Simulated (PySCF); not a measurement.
B(CCH)3 (C6H3B), SMILES C(#C)B(C#C)C#C. Geometry: PBE0-D3(BJ)/def2-SVP.

Give the equilibrium geometry at PBE0-D3(BJ)/def2-SVP (PySCF confirms it by a frequency run) as Cartesian coordinates in Å, and its point group. (Estimate from the structure and the level; the computed values follow.)

point group D3h.
```xyz
10

B      0.0000     0.0000     0.0000
C     -1.5229     0.0000     0.0000
C     -2.7416     0.0000     0.0000
H     -3.8172     0.0000     0.0000
C      0.7615     1.3189     0.0000
C      1.3708     2.3743     0.0000
H      1.9086     3.3058     0.0000
C      0.7615    -1.3189     0.0000
C      1.3708    -2.3743     0.0000
H      1.9086    -3.3058     0.0000
```
